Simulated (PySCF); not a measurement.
## Ionisation energy of Tm(39+) by level of theory

Tm(39+) [Ar] 3d10 4s2 → Tm(40+) [Ar] 3d10 4s1 [4s1/2^1, M_J = 1/2], as a difference of total energies. Computed with PySCF 2.14 in an even-tempered Gaussian basis (16 s from 4.6 bohr⁻², ratio 2.8; 13 p from 5.9 bohr⁻², ratio 2.8; 8 d from 11 bohr⁻², ratio 2.8; 4 f from 25 bohr⁻², ratio 3), with the two-component X2C-1e Hamiltonian. Correlated levels: [Ne] frozen; the 72 highest virtual spinors dropped. "Screened" scales the spin-orbit matrix elements by Boettger's factors to mimic the two-electron term; Breit and QED terms are absent.

```json
{"method": "GHF (spin-free)", "ionisation energy (eV)": "1876.9"}
{"method": "GMP2 (spin-free)", "ionisation energy (eV)": "1879.6"}
{"method": "GHF (screened spin-orbit)", "ionisation energy (eV)": "1876.7"}
{"method": "GMP2 (screened spin-orbit)", "ionisation energy (eV)": "1879.4"}
```

How much does correlation contribute at GMP2 (screened spin-orbit)?

1879.4 − (1876.7) = 2.7 eV, measured against GHF (screened spin-orbit).

Breit and QED terms and the two-electron picture change are absent.

For comparison: 1889 ± 4 eV (theoretical estimate listed by NIST; NIST Atomic Spectra Database, ionization energies).
